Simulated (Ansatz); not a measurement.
Input for Ansatz (a program for electronic structure): R-B3LYP/def2-TZVPP on CH6SSi (SMILES C[SiH2]S), a point of a torsion scan.

Ansatz 0.2 input:
```yaml
crystal:
  periodic: [false, false, false]
  atoms:
    - {symbol: C, position_ang: [-1.00434113, 0.57512852, 0.12653352]}
    - {symbol: Si, position_ang: [0.23773374, -0.83924857, -0.07978994]}
    - {symbol: S, position_ang: [2.16854056, -0.14335613, 0.58874560]}
    - {symbol: H, position_ang: [-1.98978003, 0.26198724, -0.20299913]}
    - {symbol: H, position_ang: [-0.72182065, 1.44547194, -0.46034572]}
    - {symbol: H, position_ang: [-1.08799212, 0.88742161, 1.16442508]}
    - {symbol: H, position_ang: [-0.09878684, -1.98294673, 0.76062943]}
    - {symbol: H, position_ang: [0.40085182, -1.21671006, -1.47935537]}
    - {symbol: H, position_ang: [1.79259635, 1.08103608, 0.92335824]}
basis:
  gaussian:
    orbitals: def2-TZVPP
hamiltonian:
  xc: {name: B3LYP}
scf: {lower_state_search: off}
```

The head of its log:

```
WARN ansatz: RAYON_NUM_THREADS=1 ignored (pool sized by the plan → 1); use --threads N
Functional definition: B3LYP
these checks for a lower state are left out or cut short: stability, starts, cluster_reference, orbital_swaps, neighbouring_geometries, increment
integrals: 0.11 GiB planned
1121 factors; their error is unknown
mean field: 0.97 GiB planned
mean field evaluation 1: about -19844.7262 eV, gradient 5.3e1 eV
mean field evaluation 2: about -19840.9590 eV, gradient 6.1e1 eV
```

Task: What total energy does the run end on?

Result: -729.5164 hartree.
